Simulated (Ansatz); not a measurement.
`[F][SbH][SiH3]` + `[SiH3]`• → `[F][Sb][SiH3]`• + SiH₄ at 298.15 K and 1 bar (hydrogen abstraction from the Sb–H bond).

Gas-phase electronic energies from Ansatz, PBE0-D4/def2-TZVP geometries. CCSD(T)/CBS is the MP2 limit (def2-TZVPP, def2-QZVPP) plus CCSD(T) − MP2 in def2-TZVPP, frozen cores. This one scheme is used for every species. No spin–orbit coupling; open shells (•) take unrestricted orbitals. Elements past krypton have def2 core potentials. For Sb outer-core shells are correlated without core-valence functions, which leaves a few kJ/mol of doubt a bond.

```csv
species,CCSD(T)/CBS energy (Eh),H − E (kJ/mol),S (J/(mol·K))
`[F][SbH][SiH3]`,-631.30007,105.1,332.0
`[SiH3]`•,-290.80808,66.0,217.1
`[F][Sb][SiH3]`•,-630.68897,85.2,334.6
SiH₄,-291.46306,92.1,204.8
```

H − E and S are ideal-gas, rigid-rotor, harmonic terms from PBE0-D4/def2-TZVP, for one conformer and one mirror image of each species, with the whole ground term of open shells counted as degenerate. 1 Eh = 2625.50 kJ/mol, R = 8.31446 J/(mol·K).

Q: By hand: ΔE, ΔH, ΔS and ΔG.

A: ΔE = (-630.68897) + (-291.46306) − (-631.30007) − (-290.80808) = -0.04388 Eh = -115.2 kJ/mol. Δ(H − E) = 85.2 + 92.1 − 105.1 − 66.0 = 6.2, so ΔH = -109.0 kJ/mol. ΔS = 334.6 + 204.8 − 332.0 − 217.1 = -9.7 J/(mol·K). ΔG = -109.0 − 298.15 × (-9.7)/1000 = -106.1 kJ/mol.

Q: By hand: the equilibrium constant, and the temperature at which ΔG would vanish if ΔH and ΔS stayed fixed.

A: log₁₀ K = −ΔG/(RT ln 10) = 18.6. ΔG = 0 at ΔH/ΔS = 11237 K, far beyond where these terms or the molecules hold.

The number of gas molecules stays the same, so ΔS is small and ΔH decides. A doubt of 5 kJ/mol in ΔE shifts log₁₀ K by 0.9 here. Other conformers and mirror images would add mixing entropy, several J/(mol·K) or more a flexible species. These are equilibria of isolated gas molecules and say nothing of rates. Largest T1 diagnostic: 0.016 (customary marks: 0.02 for closed shells, 0.045 for open ones).
